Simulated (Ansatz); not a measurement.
This geometry of C$_{2}$H$_{8}$FNSi$_{2}$ (14 atoms, charge 0, multiplicity 1) is a first-order saddle point.

The calculation used RKS r2SCAN-D4/STO-3G in Ansatz 0.2.0.

```xyz
14
Properties=species:S:1:pos:R:3
N -1.112 -0.918 1.912
C -0.394 -0.816 0.808
C -0.842 -1.798 -0.342
F -2.215 -1.677 -0.620
Si 1.047 0.359 0.445
Si 0.462 1.960 -1.034
H -0.714 -0.186 2.600
H -0.604 -2.846 -0.024
H -0.241 -1.587 -1.263
H 2.155 -0.427 -0.060
H 1.444 0.937 1.712
H 1.564 2.872 -1.250
H 0.102 1.377 -2.307
H -0.666 2.721 -0.547
```

**Question.** Which two structures does it join? (They come from a converged band through this point; their orientation in space is the band's.)

**Answer.** No bond is made or broken. The dihedral Si5–C2–C3–F4 goes from -22 to -179°.

First end point:

```xyz
14
Properties=species:S:1:pos:R:3
N -0.404 -1.216 2.066
C -0.019 -0.935 0.836
C -0.475 -1.946 -0.273
F -0.485 -1.302 -1.525
Si 0.986 0.529 0.170
Si -0.293 2.059 -0.887
H 0.001 -0.436 2.692
H -1.482 -2.358 -0.020
H 0.243 -2.808 -0.293
H 2.025 0.016 -0.699
H 1.628 1.127 1.323
H 0.475 3.258 -1.141
H -0.783 1.559 -2.150
H -1.429 2.422 -0.069
```

Last end point:

```xyz
14
Properties=species:S:1:pos:R:3
N -0.596 -1.228 1.996
C -0.141 -0.916 0.796
C -0.659 -1.839 -0.363
F -1.539 -2.826 0.093
Si 1.034 0.486 0.296
Si -0.008 2.069 -0.927
H -0.155 -0.515 2.677
H 0.233 -2.301 -0.866
H -1.154 -1.190 -1.135
H 2.134 -0.093 -0.449
H 1.565 1.037 1.526
H 0.905 3.145 -1.247
H -0.503 1.514 -2.166
H -1.128 2.627 -0.202
```

**Question.** How far does it lie above each of them?

**Answer.** 0.119 eV above the first and 0.064 eV above the second. This is the barrier of this one path; another mechanism may lie lower. Limits of this set-up: minimal basis.

The run took 3.2 min on 1 thread of Arm Neoverse V2 (shared host), peak memory 0.13 GiB.
